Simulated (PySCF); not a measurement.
GaH₃, optimised at HF/6-31G*:

```xyz
4

Ga     0.2892    -0.1159    -0.1941
H     -0.1478     0.6974    -1.4613
H     -0.1720    -1.6043    -0.0204
H      1.1873     0.5592     0.8994
```

Computed with PySCF (xtb for GFN2) and rigid-rotor harmonic-oscillator thermochemistry at 1 bar. 6-31G* has spherical d functions here. All species are closed-shell singlets. B3LYP is the form with VWN-RPA correlation. Ga: all electrons, no relativistic terms. GaH₃: computed as isolated molecules; such fragments, hydroxides, amides, oligomers or adducts are transient or little studied in the gas.

### Question
List the harmonic frequencies (cm⁻¹, unscaled) at this level and at the other levels, each on its own geometry.

### Answer
- HF/6-31G*: 753, 821, 821, 2000, 2000, 2029
- B3LYP/6-31G*: 713, 750, 750, 1928, 1936, 1936
- GFN2-xTB: 490, 680, 680, 1586, 1677, 1677
- PBE/def2-SVP: 697, 732, 732, 1904, 1917, 1917
- PBE0/def2-TZVP: 724, 760, 760, 1977, 1978, 1979
